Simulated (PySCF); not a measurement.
Isomers of C9H8O2. The calculation used PBE0-D3(BJ)/def2-SVP geometry optimisation, gas phase (PySCF 2.14.0). Energies are electronic, without zero-point or thermal terms, for one conformer each. No frequencies were run at this level. Point groups hold within 0.08 Å.

Question: Order them by energy at this level, lowest first, and give relative energies in kcal/mol.
A. `[CH3:1][c:2]1[cH:3][cH:4][cH:5][c:6]([CH:7]=[O:8])[c:9]1[CH:10]=[O:11]` with C5–C6–C7–O8 179°, C6–C9–C10–O11 -179°
B. `[CH2:1]=[CH:2][O:3][C:4](=[O:5])[c:6]1[cH:7][cH:8][cH:9][cH:10][cH:11]1` with C1–C2–O3–C4 180°, C2–O3–C4–O5 0°, O3–C4–C6–C7 1°
C. `[CH2:1]=[CH:2][c:3]1[cH:4][cH:5][c:6]([C:7](=[O:8])[OH:9])[cH:10][cH:11]1` with C1–C2–C3–C4 -2°, C5–C6–C7–O8 0°, C6–C7–O9–H 180° (4-vinylbenzoic acid)

Answer: C (0.0), B (11.6), A (15.1).

As drawn, the lowest has an O–H bond, a C(=O)–O unit and a C=C bond outside aromatic rings, which the highest lacks.

```csv
SMILES,E (Eh),E rel (kcal/mol),dipole (D),point group,"A, B, C (MHz)"
C=Cc1ccc(C(=O)O)cc1,-497.31636,0.0,1.94,near Cs,"3576, 575.2, 495.5"
C=COC(=O)c1ccccc1,-497.29788,11.6,2.04,Cs,"2942, 632.7, 520.7"
Cc1cccc(C=O)c1C=O,-497.29231,15.1,4.70,–,"1420, 1178, 646.3"
```
